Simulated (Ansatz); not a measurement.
Computed with Ansatz on PBE0-D4/def2-TZVP structures; ΔE is electronic, products minus reactants. CCSD(T)/CBS is the MP2 limit (def2-TZVPP, def2-QZVPP) plus CCSD(T) − MP2 in def2-TZVPP, frozen cores. Functionals use def2-TZVPP. def2 core potentials past Kr. For Br, In outer-core shells are correlated without core-valence functions, which leaves a few kJ/mol of doubt a bond. Scalar relativity is left out up to krypton. One conformer a species, not always the lowest.

`[CH3][Al]([SH])[Br]` + `C[N](C)[In]([NH2])[Cl]` → `[CH3][Al]([NH2])[Br]` + `C[N](C)[In]([SH])[Cl]`  (redistribution)

```json
{"level": "PBE0-D4", "ΔE (kJ/mol)": "-64.8"}
{"level": "PBE0", "ΔE (kJ/mol)": "-64.8"}
{"level": "HF/def2-TZVPP", "ΔE (kJ/mol)": "-74.8"}
{"level": "MP2/CBS(def2)", "ΔE (kJ/mol)": "-63.0"}
```

Task: What does CCSD(T)/CBS give? (Best estimate.)

Result: The calculation gave: -62.3 kJ/mol. The listed levels differ from it by -2.5, -2.5, -12.5, -0.7 kJ/mol.

Largest T1 diagnostic among the species: 0.014.

In def2-TZVPP, CCSD(T) changes the Hartree–Fock value by +10.6 kJ/mol (the triples alone add +1.9 kJ/mol) and MP2 by +10.0 kJ/mol. From PBE to PBE0 (25 % exact exchange), in def2-TZVPP and without D4, ΔE moves by −3.3 kJ/mol.
